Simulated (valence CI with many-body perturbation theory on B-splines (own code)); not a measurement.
# Xe³¹⁺: E2, M1 decay

Level of theory: relativistic CI+MBPT: five valence electrons over a frozen Dirac-Fock core [Ar], radial functions for each j: 7 s, 7 p, 8 d, 6 f, 4 g, 1 h, with the one-electron correlation potential Σ1, the two-electron term Σ2, the three-electron term Σ3, Breit, model QED; selected CI, second order for the rest (own B-spline code, finite nucleus).

The last digits are not significant, and no measured levels were compared; by estimate large intervals hold to a few tenths of a per cent, small ones and those within an open d or f shell to about a per cent. Only levels of the ground parity were solved; by the run's estimate the other parity begins above the list, which can be wrong where configurations are misplaced.

Lines 1 to 50 of 120 in falling wavelength, among levels below 82.782 eV, chosen from the decays that carry over 1 % of a level's rate. Wavelengths and rates use the calculated energies. Electric multipoles are in the length gauge, E1 and E2 with the static RPA response of the core. Weak lines are less certain than strong ones. Lines between different terms over intervals too small for the method are left out, as are lines whose strength nearly cancels. Branching is blank where the lifetime is uncertain.

Levels are named by their leading jj configuration (3d3/2^4 stands for four electrons in 3d with j = 3/2), which in mixed levels can hold well under half, so a name can repeat and another be missing. Letters in brackets count levels of one name in rising energy.

```csv
λ vac (nm),Upper,Lower,Type,A (s⁻¹),Branch %
1223,(3d3/2^3 3d5/2^2) J=11/2,(3d3/2^3 3d5/2^2) J=7/2 [a],E2,4.56e-08,
594.4,(3d3/2^3 3d5/2^2) J=9/2,(3d3/2^3 3d5/2^2) J=11/2,M1,8.22e+01,21.8
400.0,(3d3/2^3 3d5/2^2) J=9/2,(3d3/2^3 3d5/2^2) J=7/2 [a],M1,2.95e+02,78.1
389.1,(3d3/2^2 3d5/2^3) J=13/2,(3d3/2^2 3d5/2^3) J=11/2,M1,1.27e+02,3.5
319.1,(3d3/2^3 3d5/2^2) J=3/2 [b],(3d3/2^2 3d5/2^3) J=5/2 [a],M1,1.44e+02,1.3
301.0,(3d3/2^3 3d5/2^2) J=1/2,(3d3/2^3 3d5/2^2) J=3/2 [a],M1,1.41e+03,99.9
249.9,(3d3/2^2 3d5/2^3) J=7/2 [b],(3d3/2^2 3d5/2^3) J=5/2 [b],M1,3.14e+02,2.4
246.3,(3d3/2^3 3d5/2^2) J=7/2 [b],(3d3/2^3 3d5/2^2) J=5/2 [b],M1,9.14e+02,15.9
187.2,(3d3/2^2 3d5/2^3) J=9/2 [b],(3d3/2^2 3d5/2^3) J=9/2 [a],M1,8.75e+02,1.6
186.1,(3d3/2^2 3d5/2^3) J=3/2 [a],(3d3/2^2 3d5/2^3) J=5/2 [a],M1,2.08e+03,2.8
181.5,(3d3/2^2 3d5/2^3) J=9/2 [a],(3d3/2^3 3d5/2^2) J=7/2 [b],M1,1.63e+03,9.4
174.1,(3d3/2^3 3d5/2^2) J=7/2 [a],(3d3/2^3 3d5/2^2) J=5/2 [a],M1,3.14e+03,31.5
160.4,(3d3/2^3 3d5/2^2) J=3/2 [a],(3d3/2^3 3d5/2^2) J=5/2 [a],M1,1.48e+03,3.5
151.3,(3d3/2^2 3d5/2^3) J=7/2 [b],(3d3/2^2 3d5/2^3) J=9/2 [a],M1,3.89e+02,2.9
145.4,(3d3/2^3 3d5/2^2) J=7/2 [b],(3d3/2^3 3d5/2^2) J=7/2 [a],M1,2.12e+03,36.8
142.6,(3d3/2 3d5/2^4) J=7/2 [a],(3d3/2^2 3d5/2^3) J=5/2 [c],M1,2.32e+03,3.0
142.6,(3d3/2^2 3d5/2^3) J=9/2 [c],(3d3/2^2 3d5/2^3) J=7/2 [b],M1,1.12e+03,4.0
135.2,(3d3/2^3 3d5/2^2) J=3/2 [b],(3d3/2^3 3d5/2^2) J=1/2,M1,6.16e+02,5.7
130.9,(3d3/2^2 3d5/2^3) J=7/2 [a],(3d3/2^3 3d5/2^2) J=5/2 [b],M1,3.49e+03,15.9
125.7,(3d3/2^2 3d5/2^3) J=7/2 [a],(3d3/2^3 3d5/2^2) J=9/2,M1,7.31e+03,33.2
125.2,(3d3/2^2 3d5/2^3) J=3/2 [b],(3d3/2^2 3d5/2^3) J=3/2 [a],M1,3.23e+03,15.0
123.8,(3d3/2^2 3d5/2^3) J=5/2 [a],(3d3/2^3 3d5/2^2) J=7/2 [a],M1,5.99e+03,11.9
123.2,(3d3/2^2 3d5/2^3) J=5/2 [b],(3d3/2^3 3d5/2^2) J=7/2 [b],M1,2.76e+03,6.4
121.8,(3d3/2^2 3d5/2^3) J=5/2 [c],(3d3/2^3 3d5/2^2) J=3/2 [b],M1,5.15e+03,9.2
120.8,(3d3/2^2 3d5/2^3) J=9/2 [c],(3d3/2^2 3d5/2^3) J=9/2 [b],M1,7.19e+03,26.1
119.2,(3d3/2^3 3d5/2^2) J=3/2 [b],(3d3/2^3 3d5/2^2) J=5/2 [b],M1,1.85e+03,17.1
119.0,(3d3/2^2 3d5/2^3) J=11/2,(3d3/2^3 3d5/2^2) J=9/2,M1,2.72e+03,
117.1,(3d3/2^2 3d5/2^3) J=7/2 [b],(3d3/2^2 3d5/2^3) J=7/2 [a],M1,2.81e+03,21.2
116.8,(3d3/2^3 3d5/2^2) J=5/2 [b],(3d3/2^3 3d5/2^2) J=5/2 [a],M1,1.73e+04,86.7
115.3,(3d3/2^2 3d5/2^3) J=1/2 [a],(3d3/2^3 3d5/2^2) J=1/2,M1,1.58e+04,48.0
114.9,(3d3/2 3d5/2^4) J=7/2 [a],(3d3/2^2 3d5/2^3) J=9/2 [b],M1,4.08e+03,5.2
111.6,(3d3/2^2 3d5/2^3) J=5/2 [c],(3d3/2^2 3d5/2^3) J=7/2 [a],M1,5.69e+03,10.1
111.0,(3d3/2 3d5/2^4) J=5/2 [a],(3d3/2^2 3d5/2^3) J=3/2 [a],M1,6.75e+03,6.0
108.1,(3d3/2^3 3d5/2^2) J=5/2 [a],(3d3/2^4 3d5/2) J=5/2,M1,2.02e+04,100.0
103.8,(3d3/2^2 3d5/2^3) J=3/2 [a],(3d3/2^3 3d5/2^2) J=1/2,M1,2.00e+03,2.7
102.9,(3d3/2 3d5/2^4) J=11/2,(3d3/2^2 3d5/2^3) J=9/2 [b],M1,3.80e+03,5.0
101.1,(3d3/2^2 3d5/2^3) J=1/2 [b],(3d3/2^2 3d5/2^3) J=3/2 [a],M1,4.10e+03,7.3
99.15,(3d3/2^2 3d5/2^3) J=11/2,(3d3/2^3 3d5/2^2) J=11/2,M1,1.60e+04,
98.83,(3d3/2^2 3d5/2^3) J=7/2 [c],(3d3/2^2 3d5/2^3) J=9/2 [a],M1,4.66e+02,1.2
97.77,(3d3/2^2 3d5/2^3) J=3/2 [b],(3d3/2^3 3d5/2^2) J=3/2 [b],M1,2.19e+02,1.0
95.64,(3d3/2^2 3d5/2^3) J=7/2 [a],(3d3/2^3 3d5/2^2) J=7/2 [a],M1,6.59e+03,30.0
94.06,(3d3/2^2 3d5/2^3) J=3/2 [a],(3d3/2^3 3d5/2^2) J=5/2 [b],M1,3.62e+03,4.8
93.30,(3d3/2^3 3d5/2^2) J=3/2 [b],(3d3/2^3 3d5/2^2) J=3/2 [a],M1,1.59e+03,14.6
92.15,(3d3/2^2 3d5/2^3) J=9/2 [b],(3d3/2^3 3d5/2^2) J=7/2 [b],M1,3.54e+03,6.5
88.15,(3d3/2^2 3d5/2^3) J=5/2 [c],(3d3/2^2 3d5/2^3) J=5/2 [a],M1,6.47e+03,11.5
87.43,(3d3/2 3d5/2^4) J=7/2 [a],(3d3/2^2 3d5/2^3) J=5/2 [b],M1,1.18e+04,15.1
86.42,(3d3/2^2 3d5/2^3) J=9/2 [a],(3d3/2^3 3d5/2^2) J=11/2,M1,6.71e+03,38.5
83.38,(3d3/2^2 3d5/2^3) J=1/2 [a],(3d3/2^3 3d5/2^2) J=3/2 [a],M1,1.71e+04,51.9
83.33,(3d3/2 3d5/2^4) J=5/2 [a],(3d3/2^2 3d5/2^3) J=7/2 [a],M1,1.33e+04,11.9
82.52,(3d3/2^2 3d5/2^3) J=7/2 [b],(3d3/2^3 3d5/2^2) J=7/2 [b],M1,1.64e+03,12.3
```
